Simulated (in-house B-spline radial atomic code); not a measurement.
Inner levels of promethium as electrons are removed. A shift is the extra binding of the orbital against the neutral atom ([Xe] 4f5/2(5) 6s2). The density at the nucleus is averaged over the nuclear charge. Computed with a B-spline radial code for spherical atoms: Dirac-Hartree-Fock, jj configuration that fills j = l - 1/2 first, finite nuclei.

A number in brackets counts the electrons of a j subshell.

| ion | configuration | shift of 1s1/2 (eV) | radius of 1s1/2 (bohr) | Σ<r²> (bohr²) | change of density at nucleus (bohr⁻³) |
| --- | --- | --- | --- | --- | --- |
| Pm45+ | [Ne] 3s2 3p1/2(2) 3p3/2(2) | 2912.34 | 0.023169 | 0.45113 | 952.73 |
| Pm46+ | [Ne] 3s2 3p1/2(2) 3p3/2(1) | 3061.71 | 0.023166 | 0.384 | 1283.37 |
| Pm47+ | [Ne] 3s2 3p1/2(2) | ? | ? | ? | ? |
| Pm48+ | [Ne] 3s2 3p1/2(1) | 3374.83 | 0.023159 | 0.2588 | 1706.78 |
| Pm49+ | [Ne] 3s2 | 3538.81 | 0.023154 | 0.20063 | 1791.44 |
| Pm50+ | [Ne] 3s1 | 3689.98 | 0.023153 | 0.13777 | -4874.95 |
| Pm51+ | [He] 2s2 2p6 | 3842.7 | 0.023151 | 0.076127 | -11703.9 |
| Pm52+ | [He] 2s2 2p1/2(2) 2p3/2(3) | 4202.94 | 0.023137 | 0.066081 | -10808.6 |
| Pm53+ | [He] 2s2 2p1/2(2) 2p3/2(2) | 4567.6 | 0.023122 | 0.056334 | -9898.6 |
| Pm54+ | [He] 2s2 2p1/2(2) 2p3/2(1) | ? | ? | ? | ? |
| Pm55+ | [He] 2s2 2p1/2(2) | 5310.16 | 0.023091 | 0.037697 | -8033.97 |
| Pm56+ | [He] 2s2 2p1/2(1) | 5722.21 | 0.02307 | 0.029769 | -7986.86 |
| Pm57+ | [He] 2s2 | ? | ? | ? | ? |
| Pm58+ | [He] 2s1 | 6491.36 | 0.023047 | 0.011666 | -35615.6 |
| Pm59+ | 1s2 | 6846.16 | 0.023036 | 0.0014425 | -63888.7 |
| Pm60+ | 1s1 | 7964.78 | 0.02288 | 0.00071103 | -261469 |

Q: Fill in the row of Pm47+.

A: shift of 1s1/2 (eV): 3212.95; radius of 1s1/2 (bohr): 0.023163; Σ<r²> (bohr²): 0.31844; change of density at nucleus (bohr⁻³): 1619.71.

Q: Fill in the row of Pm54+.

A: shift of 1s1/2 (eV): 4936.68; radius of 1s1/2 (bohr): 0.023107; Σ<r²> (bohr²): 0.046876; change of density at nucleus (bohr⁻³): -8973.74.

Q: Fill in the row of Pm57+.

A: shift of 1s1/2 (eV): 6139.65; radius of 1s1/2 (bohr): 0.023049; Σ<r²> (bohr²): 0.022097; change of density at nucleus (bohr⁻³): -7963.82.
